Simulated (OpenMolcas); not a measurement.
# Ir⁵⁺: effect of the active space

```
Program             : OpenMolcas 26.06
Method              : MS-CASPT2 or its RAS form, IPEA 0.25 Eh, imaginary shift 0.1 Eh
Basis               : ANO-RCC-VQZP
Scalar Hamiltonian  : DKH2, point nucleus
Spin-orbit coupling : state interaction with AMFI integrals over the reference wave functions, term energies averaged over their components
```

A. 4 electrons in 5 orbitals (5d); 2S+1 = 5 even, 5 roots; 2S+1 = 3 even, 45 roots; 2S+1 = 1 even, 50 roots; closed shells correlated: 5s 5p; CASPT2 step of the order of 90 core-seconds
B. 10 electrons in 8 orbitals (RAS1 5p, at most 2 holes; RAS2 5d); 2S+1 = 5 even, 5 roots; 2S+1 = 3 even, 45 roots; 2S+1 = 1 even, 50 roots; closed shells correlated: 5s; CASPT2 step of the order of 2.2 core-minutes
C. 4 electrons in 10 orbitals (5d 6d); 2S+1 = 5 even, 5 roots; 2S+1 = 3 even, 45 roots; 2S+1 = 1 even, 49 roots; closed shells correlated: 5s 5p; CASPT2 step about 23 core-minutes

Energies in cm⁻¹ above 5d⁴ ⁵D₀.

```
            Level      A      B      C
   5d⁴ ⁵D₀ [61 %]    0.0    0.0    0.0
          5d⁴ ⁵D₁   5720   5820   5670
          5d⁴ ⁵D₂  10460  10620  10410
          5d⁴ ⁵D₃  13960  14180  13930
   5d⁴ ⁵D₄ [61 %]  16010  16230  16000
   5d⁴ ³H₄ [55 %]  24550  24740  24400
   5d⁴ ³G₃ [62 %]  28750  29030  28540
5d⁴ ³F₂(1) [63 %]  29450  29820  29240
5d⁴ ³P₁(1) [73 %]  30250  30750  30010
          5d⁴ ³H₅  30510  30770  30420
   5d⁴ ³H₆ [71 %]  33160  33340  33160
   5d⁴ ³G₄ [60 %]  36070  36410  35930
          5d⁴ ³G₅  44760  45360  44810
          5d⁴ ³D₁  46390  47070  46200
   5d⁴ ¹I₆ [71 %]  47060  47390  47210
   5d⁴ ¹F₃ [60 %]  55630  56200  55620
5d⁴ ³P₂(2) [57 %]  59330  59840  59250
       5d⁴ ³F₃(2)  66510  66900  66450
       5d⁴ ³P₁(2)  66960  67570  66760
       5d⁴ ³P₀(2)  70600  71250  73210
5d⁴ ¹G₄(2) [73 %]  71040  71270  70980
```

The spin-orbit steps hold different terms of 5d⁴ (C lacks a ¹S), which shifts levels as well.

Among A to C the level of the table that moves most is 5d⁴ ³P₀(2), by 2600 cm-1 (lowest in A, highest in C). Moves below CASPT2's spread within the term are not significant.

CASPT2 breaks the degeneracy within a term, and the mean is taken; among the terms shown or strongly mixed into the levels shown the widest spread is 1400 cm-1 (5d⁴ ¹I, B). The CASPT2 spread within a term exceeds the gap to the next term for 5d⁴ ¹I and 5d⁴ ³D, so the order of their levels is uncertain (figures for A; the like holds for B, C). Active for correlation alone: 5p; no level in the range computed is led by a configuration that opens it, so any true level of that kind is missing (holds for B). Active for correlation alone: 6d; no level in the range computed is led by a configuration that fills it, so any true level of that kind is missing (holds for C). Levels of configurations outside the active space are missing. The table leaves out levels that lie high or whose names do not pair safely across all columns.

A share in square brackets marks a mixed level and gives the weight of the term that names it, the lowest over the columns. A number in round brackets counts repeated terms of one configuration in the order of the reference energies.
